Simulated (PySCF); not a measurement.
A side-by-side comparison of computed properties.

First species: C₁₀H₁₁P.
SMILES: `C1=C(c2ccccc2)CPC1`

Second species: C10H11P.
Geometry (GFN2-xTB, Å), atoms numbered from 1 in this order:
```
atom  x, y, z in Å
C1    -2.7674   -1.5446   -0.5449
P2    -2.2533    0.0429   -0.1894
C3    -2.8819    0.6300    1.4179
C4    -1.3769    1.3999   -1.0488
C5    -0.5452    0.5467   -0.4015
C6     0.8406    0.2173   -0.2523
C7     1.1958   -0.9991    0.3339
C8     2.5262   -1.3332    0.4899
C9     3.5159   -0.4563    0.0727
C10    3.1715    0.7572   -0.5032
C11    1.8433    1.0961   -0.6693
H12   -3.8470   -1.6345   -0.4743
H13   -2.3802   -1.8970   -1.4955
H14   -2.6347   -0.1213    2.1667
H15   -3.9655    0.7310    1.3640
H16   -2.4287    1.5865    1.6664
H17   -1.2986    2.1827   -1.7809
H18    0.4095   -1.6697    0.6519
H19    2.7959   -2.2772    0.9406
H20    4.5564   -0.7179    0.1972
H21    3.9450    1.4386   -0.8270
H22    1.5689    2.0411   -1.1149
```

Levels: PBE0/pcSseg-1 for HOMO energy, LUMO energy and HOMO–LUMO gap. Geometries: GFN2-xTB. All species are isolated and taken at one optimised geometry, non-relativistic unless stated. Electronic properties by PySCF.

Dipoles, sizes and rotational constants follow the conformer. The torsions of the flexible species, by atom-mapped SMILES:
- `[CH2:1]=[P@:2]1([CH3:3])[CH:4]=[C:5]1[c:6]1[cH:7][cH:8][cH:9][cH:10][cH:11]1`: C4–C5–C6–C7 -165°

The conformers of `C1=C(c2ccccc2)CPC1` aren't listed.

Values for the first species:

* HOMO energy: -6.40 eV
* LUMO energy: -0.90 eV
* HOMO–LUMO gap: 5.50 eV

Task: Estimate the same properties for the second species, and the change in each.

Result: 
```tsv
property	first	second	second less first
HOMO energy	-6.40 eV	-5.27 eV	+1.13 eV
LUMO energy	-0.90 eV	-1.53 eV	-0.63 eV
HOMO–LUMO gap	5.50 eV	3.74 eV	-1.76 eV
```

